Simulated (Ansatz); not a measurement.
`C[SiH2][GeH2][OH]` + `[GaH3]` → `C[SiH2][GaH2]` + `[OH][GeH3]`  (formal exchange of groups at the Si–Ge bond)

Gas-phase electronic energies from Ansatz, PBE0-D4/def2-TZVP geometries. CBS: MP2 limit from def2 TZ/QZ plus the TZ coupled-cluster correction, frozen cores. DFT in def2-TZVPP. For Ga, Ge outer-core shells are correlated without core-valence functions, which leaves a few kJ/mol of doubt a bond. Scalar relativity is left out up to krypton. Each species was taken in one conformer, which may not be the lowest.

```tsv
level	ΔE (kcal/mol)
PBE-D4	-0.3
revPBE-D4	-0.1
BLYP-D4	0.0
PBE0-D4	-0.3
r2SCANh-D4	-0.1
CCSD(T)/def2-SVP	-1.3
CCSD(T)/def2-TZVPP	-0.5
MP2/CBS(def2)	-0.2
```

What does CCSD(T)/CBS give? (Best estimate.)

The calculation gave: -0.6 kcal/mol. The listed levels differ from it by 0.3, 0.5, 0.6, 0.3, 0.5, -0.7, 0.1, 0.4 kcal/mol.

Largest T1 diagnostic among the species: 0.013.

At CCSD(T), def2-SVP lies −0.7 kcal/mol from the extrapolated value and def2-TZVPP +0.1 kcal/mol. Leaving LDA and LC-ωPBE aside and taking each functional with its dispersion term where it has one, the values, not all of them listed here, spread over 0.7 kcal/mol, from PBE-QIDH to B97M-V.
